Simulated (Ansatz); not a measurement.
CdCl4. The state is a singlet with charge 0. Geometry PBE0-D4/def2-SVP.

Cartesian coordinates in Å:
```
Cd -0.4799 -1.2754 -0.4143
Cl 1.1010 1.0638 0.4825
Cl -2.7077 -0.9683 -0.7824
Cl 1.7542 -1.7628 -0.0910
Cl 0.3324 2.9426 0.8052
```

In the def2 sets Cd takes a core potential; there is no spin–orbit coupling. In the singlet, Cl2 and Cl5 lie 2.06 Å apart (atoms count from 1), so these atoms are partly bonded to each other. The structure comes from a short search, and lower isomers may exist.

Task: Estimate the orbital energies around the gap (eV) in Ansatz with LDA (SPW92)/def2-TZVP, PBE-D4/def2-TZVP, r2SCAN-D4/def2-TZVP, PBE0-D4/def2-SVP, PBE0-D4/def2-TZVP.

Result: 
```
orbital  LDA (SPW92)/def2-TZVP  PBE-D4/def2-TZVP  r2SCAN-D4/def2-TZVP  PBE0-D4/def2-SVP  PBE0-D4/def2-TZVP
 HOMO−9                 -10.50            -10.29               -10.75            -11.85             -11.96
 HOMO−8                 -10.13             -9.97               -10.47            -11.59             -11.72
 HOMO−7                  -9.62             -9.36                -9.68            -10.53             -10.67
 HOMO−6                  -9.23             -8.97                -9.29             -9.99             -10.16
 HOMO−5                  -8.35             -8.13                -8.45             -9.28              -9.48
 HOMO−4                  -8.32             -8.11                -8.45             -9.23              -9.41
 HOMO−3                  -7.86             -7.67                -8.03             -8.93              -9.08
 HOMO−2                  -7.81             -7.61                -7.97             -8.90              -9.07
 HOMO−1                  -7.68             -7.52                -7.89             -8.72              -8.92
   HOMO                  -7.63             -7.49                -7.87             -8.69              -8.91
   LUMO                  -4.84             -4.60                -4.62             -3.64              -3.72
 LUMO+1                  -3.52             -3.18                -2.96             -2.08              -2.25
 LUMO+2                  -1.69             -1.41                -1.11             -0.52              -0.70
 LUMO+3                  -1.31             -1.00                -0.67             -0.03              -0.26
 LUMO+4                   1.15              1.37                 2.04              2.34               2.12
 LUMO+5                   1.50              1.70                 2.25              2.81               2.49
```
